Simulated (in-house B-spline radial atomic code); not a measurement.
Computed with a B-spline radial atomic code. Model: two electrons, singlet ground state, non-relativistic, full CI in B-splines with partial waves to l = 8 (at full coupling up to 3e-4 hartree above the limit, correlation up to 0.6 % small), density held at that of full coupling by Lieb maximisation.

W(λ) is the mean repulsion in the state of coupling λ less the Hartree energy of the fixed density. Its start is exact exchange, its initial slope is twice the second-order Görling-Levy correlation energy, and its area from 0 to 1 is E_xc. A straight curve means weak, dynamic correlation, and a curve that drops fast and flattens means strong correlation.

Command:
```bash
python run_ac.py task.json out
```
Settings (lengths in bohr, energies in hartree):
```
potential              coulomb
strength               3.79
lmax                   8
wall_radius            1.42
```

Run time, properties included: 4.5 s on 1 thread of Intel(R) Xeon(R) Processor @ 2.30GHz, with other jobs on the host.

**W = mean repulsion less Hartree energy, and W of three functionals.**

Given: confinement point charge; nuclear charge 3.79; hard wall radius 1.42 bohr; external potential -Z/r.

Computed: PBE exchange minus exact 49.3 millihartree; SCAN exchange minus exact 0.855 millihartree.

```
coupling  W xc (hartree)  W xc minus exchange (millihartree)  kinetic minus Kohn-Sham (millihartree)  LDA (PW92) W minus its exchange (millihartree)  PBE W minus its exchange (millihartree)  SCAN W minus its exchange (millihartree)
       0         -2.2322                                   0                                       0                                               0                                        0                                         0
    0.02          -2.234                               -1.86                                       0                                          -13.79                                    -1.93                                     -1.86
    0.05         -2.2368                              -4.636                                     0.1                                          -28.93                                    -4.84                                      -4.6
    0.12               ?                                   ?                                       ?                                               ?                                        ?                                         ?
    0.25         -2.2549                             -22.712                                     2.8                                           -98.1                                   -24.34                                    -22.14
     0.4          -2.268                             -35.796                                     7.1                                         -136.65                                   -38.76                                    -34.65
     0.6         -2.2848                             -52.644                                    15.5                                         -179.83                                   -57.51                                     -50.6
     0.8          -2.301                             -68.844                                    26.8                                         -216.98                                   -75.64                                    -65.84
       1         -2.3166                             -84.433                                    40.8                                         -249.93                                   -93.13                                    -80.42
     1.4               ?                                   ?                                       ?                                               ?                                        ?                                         ?
       2         -2.3865                             -154.28                                   144.6                                          -377.3                                  -171.64                                   -145.35
       3         -2.4451                             -212.96                                   290.4                                         -469.77                                  -237.57                                   -199.88
     4.5         -2.5173                             -285.14                                     559                                         -574.21                                   -318.9                                   -267.61
       7          -2.608                             -375.86                                  1074.3                                         -698.24                                  -422.65                                   -354.64
      10         -2.6856                             -453.42                                    1727                                          -802.5                                  -514.26                                    -431.4
```

Question: What belongs in the row 0.12?

Answer: W xc (hartree): -2.2432; W xc minus exchange (millihartree): -11.047; kinetic minus Kohn-Sham (millihartree): 0.7; LDA (PW92) W minus its exchange (millihartree): -57.06; PBE W minus its exchange (millihartree): -11.67; SCAN W minus its exchange (millihartree): -10.87.

Question: What belongs in the row 1.4?

Answer: W xc (hartree): -2.3461; W xc minus exchange (millihartree): -113.91; kinetic minus Kohn-Sham (millihartree): 76.1; LDA (PW92) W minus its exchange (millihartree): -306.9; PBE W minus its exchange (millihartree): -126.26; SCAN W minus its exchange (millihartree): -107.87.

Question: What is the LDA exchange minus exact?

Answer: 318.51 millihartree.

**Energy parts, natural occupations and partial-wave weights.**

Computed: total energy -12.0298 hartree; exchange energy -2.2322 hartree; correlation energy -0.043608 hartree; kinetic part of the DFT correlation energy 0.040825 hartree; initial slope twice GL2 -0.093202 hartree; kinetic part over minus potential part 0.48352; Hartree energy 4.4644 hartree.

```json
{"natural": "s", "occupation of the shell (electrons)": "1.9964"}
{"natural": "p", "occupation of the shell (electrons)": "?"}
{"natural": "s", "occupation of the shell (electrons)": "0.0011365"}
{"natural": "d", "occupation of the shell (electrons)": "0.00010981"}
{"natural": "p", "occupation of the shell (electrons)": "7.0012e-05"}
{"natural": "s", "occupation of the shell (electrons)": "1.9595e-05"}
```

Question: What belongs in the row p?

Answer: occupation of the shell (electrons): 0.0021708.

```csv
wave,weight
s,0.9988
p,?
d,6.1029e-05
f,8.7996e-06
g,2.0734e-06
```

Question: What belongs in the row p?

Answer: weight: 0.0011235.

Question: What is the Kohn-Sham kinetic?

Answer: 12.856 hartree.

Question: What is the Lieb Oxford ratio E_xc over LDA exchange?

Answer: 1.1892.

Half-way to full coupling W has made 52 % of its drop, against 50 % for a straight line, and second-order (GL2) theory, half the initial slope, overshoots the correlation energy by about 7 %: correlation is weak here. Over couplings 0 to 1 the errors in E_xc come to about +213 millihartree for LDA, +45 millihartree for PBE, +2.6 millihartree for SCAN, so SCAN is nearest. In LDA and PBE the errors of exchange and correlation have opposite signs, so the sum is smaller than the larger of the two.
